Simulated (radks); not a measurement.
Neutral fluorine inside a hard spherical wall (all orbitals vanish at R), configuration held at [He] 2s2 2p5 and not refilled when levels cross. Calculated with a radial shooting solver on a logarithmic mesh with Libxc functionals: non-relativistic Kohn-Sham, PBE, spin-unpolarised, spherical densities, point nucleus. Eigenvalues in eV, with the zero of energy where the potential of the charges vanishes at infinity; a dash marks a level that is unbound or too diffuse for the functional's potential to be trusted. A positive occupied level is held by the wall or, in an anion where self-interaction has pushed it up, behind a barrier. The pressure on the wall is -dE/dV.

R (bohr)  E (hartree)  kinetic (hartree)    e(1s)    e(2s)    e(2p)  e(3s, empty)  e(3p, empty)  pressure (GPa)
free        -99.65070             99.395  -662.64  -29.820  -11.121             -             -               0
20          -99.65070             99.395  -662.64  -29.820  -11.121             -             -        < 0.0001
12          -99.65070             99.395  -662.64  -29.820  -11.121             -             -        < 0.0001
10          -99.65070             99.395  -662.64  -29.820  -11.121         0.269         1.892        < 0.0001
6           -99.65012             99.401  -662.58  -29.772  -11.072         2.742         6.006          0.0697
3.5         -99.58708             99.769  -659.85  -27.965   -9.065        18.623        25.023            24.2
1.5         -93.65814            117.806  -595.18   23.656   44.928        250.30        230.03           17000
